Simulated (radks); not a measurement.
Results of a calculation; reference values are marked as such.
Task: The mean radii <r> (bohr) of the occupied orbitals of an atom or ion are listed with their occupations. Code: a radial shooting solver on a logarithmic mesh with Libxc functionals. Model: Dirac Kohn-Sham, BLYP, spin-unpolarised, spherical densities, finite nucleus; Fermi nuclear charge, rms radius of each element as measured or else 0.836 A^(1/3) + 0.57 fm.

| orbital | occ. | <r> |
|---|---|---|
| 1s1/2 | 2 | 0.04030 |
| 2s1/2 | 2 | 0.1766 |
| 2p1/2 | 2 | 0.1515 |
| 2p3/2 | 4 | 0.1554 |
| 3s1/2 | 2 | 0.4629 |
| 3p1/2 | 2 | 0.4517 |
| 3p3/2 | 4 | 0.4588 |
| 3d3/2 | 0.4 | 0.4172 |
| 3d5/2 | 0.6 | 0.4193 |
| 4s1/2 | 2 | 0.9524 |

Name the element and its charge. Open shells, if any, are shared by 2j + 1.

Result: Z = 37, rubidium, charge +16: Rb16+ in [Ar] 3d1 4s2. The 1s radius gives Z: for a bare nucleus <r> = (2 gamma + 1)/(2Z) with gamma = sqrt(1 - (Z/c)^2), 0.03954 bohr for Z = 37, and screening makes it slightly larger (0.04030 here). The occupations add up to 21, and the charge is Z minus that.
